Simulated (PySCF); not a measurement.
(E)-2-bromo-1-fluoroprop-1-ene (C₃H₄BrF), SMILES C/C(Br)=C\F. Geometry: PBE-D3(BJ)/def2-SVP.

Computed equilibrium geometry at PBE-D3(BJ)/def2-SVP (PySCF confirms it by a frequency run) as a Z-matrix, and its point group:
point group Cs.
```
C
C 1 1.3467
F 2 1.3463 1 121.06
H 2 1.1009 3 113.76 1 180.00
C 1 1.4929 2 125.75 4 180.00
H 5 1.1071 1 109.69 2 0.00
H 5 1.1097 6 108.81 1 -121.72
H 5 1.1097 6 108.81 7 -116.57
Br 1 1.9068 2 117.29 4 0.00
```
Charge 0, spin multiplicity 1.
